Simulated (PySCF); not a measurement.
A structure optimised at PBE-D3(BJ)/def2-SVP, used in a PySCF frequency run:

```
C
H 1 1.1097
H 1 1.1107 2 107.98
O 1 1.4366 2 106.30 3 -118.21
B 4 1.3500 1 122.47 2 141.69
F 5 1.3446 4 121.01 1 -1.09
H 5 1.2130 6 119.74 4 179.77
C 1 1.5203 2 110.69 3 121.46
H 8 1.1082 1 110.77 2 62.33
H 8 1.1087 9 108.30 1 -121.94
H 8 1.1087 9 108.29 10 -116.93
```

Question: Write its SMILES and formula.

Answer: CCOBF, C₂H₆BFO

Question: What are its rotational constants (standard atomic weights)?

Answer: 10.195, 3.1749, 2.7891 GHz
